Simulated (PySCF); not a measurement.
C₃H₃, charge -1, singlet, at a GFN2-xTB geometry (in this run its highest filled SCF level lies above zero, so its values depend strongly on the basis, on diffuse functions most of all); TPSS/6-31G (PySCF).

PySCF was given this input:
```python
from pyscf import gto, scf, dft

mol = gto.Mole()
mol.atom = '''
    C     0.00179213   -0.00082963    0.34805219
    C     0.00811735   -0.00375776    1.57647903
    C    -0.00588691    0.00272522   -1.14330257
    H     0.03963094    1.02847941   -1.56026013
    H     0.85557099   -0.54993143   -1.56822380
    H    -0.91933737   -0.46737496   -1.55888795
'''
mol.basis = '6-31g'
mol.charge = -1
mol.verbose = 4
mol.build()

mf = dft.RKS(mol)
mf.xc = 'tpss'
mf.grids.prune = None
mf.kernel()
```

The log (banner, timings and long lists left out):

```
PySCF version 2.14.0

[INPUT] verbose = 4
[INPUT] num. atoms = 6
[INPUT] num. electrons = 22
[INPUT] charge = -1
[INPUT] spin (= nelec alpha-beta = 2S) = 0
[INPUT] symmetry False subgroup None
[INPUT] Mole.unit = angstrom
[INPUT] Symbol           X                Y                Z      unit          X                Y                Z       unit  Magmom
[INPUT]  1 C      0.001792130000  -0.000829630000   0.348052190000 AA    0.003386634880  -0.001567773485   0.657723316155 Bohr   0.0
[INPUT]  2 C      0.008117350000  -0.003757760000   1.576479030000 AA    0.015339568357  -0.007101137242   2.979113607820 Bohr   0.0
[INPUT]  3 C     -0.005886910000   0.002725220000  -1.143302570000 AA   -0.011124647620   0.005149919429  -2.160528734811 Bohr   0.0
[INPUT]  4 H      0.039630940000   1.028479410000  -1.560260130000 AA    0.074891622659   1.943544409654  -2.948464328778 Bohr   0.0
[INPUT]  5 H      0.855570990000  -0.549931430000  -1.568223800000 AA    1.616794851223  -1.039219789990  -2.963513484025 Bohr   0.0
[INPUT]  6 H     -0.919337370000  -0.467374960000  -1.558887950000 AA   -1.737295845378  -0.883210671880  -2.945871284385 Bohr   0.0

nuclear repulsion = 52.0511060288377
number of shells = 21
number of NR pGTOs = 78
number of NR cGTOs = 33
basis = 6-31g
ecp = {}

******** <class 'pyscf.dft.rks.RKS'> ********
method = RKS
initial guess = minao
damping factor = 0
level_shift factor = 0
DIIS = <class 'pyscf.scf.diis.CDIIS'>
diis_start_cycle = 1
diis_space = 8
diis_damp = 0
SCF conv_tol = 1e-09
SCF conv_tol_grad = None
SCF max_cycles = 50
direct_scf = True
direct_scf_tol = 1e-13
XC library pyscf.dft.libxc version 7.1.2
    S. Lehtola, C. Steigemann, M. J. T. Oliveira, and M. A. L. Marques,  SoftwareX 7, 1–5 (2018)
XC functionals = tpss
    J. Tao, J. P. Perdew, V. N. Staroverov, and G. E. Scuseria,  Phys. Rev. Lett. 91, 146401 (2003)
    J. P. Perdew, J. Tao, V. N. Staroverov, and G. E. Scuseria,  J. Chem. Phys. 120, 6898 (2004)
    J. Tao, J. P. Perdew, V. N. Staroverov, and G. E. Scuseria,  Phys. Rev. Lett. 91, 146401 (2003)
    J. P. Perdew, J. Tao, V. N. Staroverov, and G. E. Scuseria,  J. Chem. Phys. 120, 6898 (2004)
radial grids:
    Treutler-Ahlrichs [JCP 102, 346 (1995); DOI:10.1063/1.469408] (M4) radial grids

becke partition: Becke, JCP 88, 2547 (1988); DOI:10.1063/1.454033
pruning grids: None
grids dens level: 3
symmetrized grids: False
atomic radii adjust function: <function treutler_atomic_radii_adjust>
small_rho_cutoff = 0
Set gradient conv threshold to 3.16228e-05
Initial guess from minao.
tot grids = 113256
init E= -116.083493910107
  HOMO = -0.307450073416672  LUMO = -0.0271973871619904  gap/eV = 7.62606
cycle= 1 E= -115.876308090686  delta_E= 0.207  |g|= 0.576  |ddm|= 2.41
  HOMO = 0.245080301323683  LUMO = 0.267918725177164  gap/eV = 0.62147
cycle= 2 E= -115.523639748013  delta_E= 0.353  |g|=  1.1  |ddm|= 9.04
  HOMO = 0.0702008112871736  LUMO = 0.292723122282591  gap/eV = 6.05514
cycle= 3 E= -115.945840542198  delta_E= -0.422  |g|= 0.413  |ddm|= 8.41
  HOMO = 0.0724804764972198  LUMO = 0.268489982000704  gap/eV = 5.33369
cycle= 4 E= -115.991507329073  delta_E= -0.0457  |g|= 0.125  |ddm|= 0.599
  HOMO = 0.0811014935497048  LUMO = 0.26171178785739  gap/eV = 4.91466
cycle= 5 E= -115.99487724164  delta_E= -0.00337  |g|= 0.0415  |ddm|= 0.19
  HOMO = 0.0794443185180764  LUMO = 0.265239735748103  gap/eV = 5.05575
cycle= 6 E= -115.995323967489  delta_E= -0.000447  |g|= 0.0109  |ddm|= 0.0626
  HOMO = 0.0787553970666794  LUMO = 0.266248714271619  gap/eV = 5.10195
cycle= 7 E= -115.995361151608  delta_E= -3.72e-05  |g|= 0.000282  |ddm|= 0.0154
  HOMO = 0.0787510660762445  LUMO = 0.266212500489618  gap/eV = 5.10109
cycle= 8 E= -115.995361179258  delta_E= -2.77e-08  |g|= 5.93e-05  |ddm|= 0.00147
  HOMO = 0.0787564943783599  LUMO = 0.266212414806726  gap/eV = 5.10094
cycle= 9 E= -115.995361180352  delta_E= -1.09e-09  |g|= 1.51e-06  |ddm|= 0.000156
  HOMO = 0.0787570816565164  LUMO = 0.26621234471791  gap/eV = 5.10092
cycle= 10 E= -115.995361180353  delta_E= -9.38e-13  |g|= 2.3e-07  |ddm|= 6.5e-06
  HOMO = 0.0787569676363917  LUMO = 0.266212332624368  gap/eV = 5.10092
Extra cycle  E= -115.995361180352  delta_E= 1.42e-13  |g|= 4.7e-07  |ddm|= 9.08e-07
converged SCF energy = -115.995361180352
```
